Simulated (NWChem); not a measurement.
## Correlation energy of H3N2

```xyz
5

N      0.6511    -0.3566     0.0959
N     -0.5470     0.1891    -0.1233
H      1.3245     0.4159     0.0242
H     -0.7248     1.1746     0.0674
H     -1.3289    -0.4182     0.1002
```
Charge 0, spin multiplicity 2.

Program: NWChem. The geometry was optimised at UPBE0/def2-SVP, a minimum by its harmonic frequencies. It is one conformer; others weren't searched.

Basis set: 6-311G**. Each correlation energy counts from its own Hartree-Fock reference.

The correlated methods keep 2 core orbitals frozen. The Pople sets run with spherical d functions. The structure started from a generated list of species. No SCF solution was tested for a lower state. Open-shell Hartree-Fock references start from PBE0 orbitals. Coupled-cluster values serve here as a point of comparison, not as the truth.

| method | correlation energy (mHa) |
|---|---|
| UMP2 | -338.8 |
| SCS-UMP2 | (withheld) |
| CCSD on UHF | -362.5 |
| CCSD[T] on UHF | (withheld) |
| CCSD(T) on UHF | -373.6 |
| CCSD on ROHF | -368.4 |
| CCSD[T] on ROHF | (withheld) |
| CCSD(T) on ROHF | (withheld) |

Question: Fill in the missing entries.

Answer: 
- SCS-UMP2, correlation energy (mHa): -333.6
- CCSD[T] on UHF, correlation energy (mHa): -374.2
- CCSD[T] on ROHF, correlation energy (mHa): -380.5
- CCSD(T) on ROHF, correlation energy (mHa): -379.9
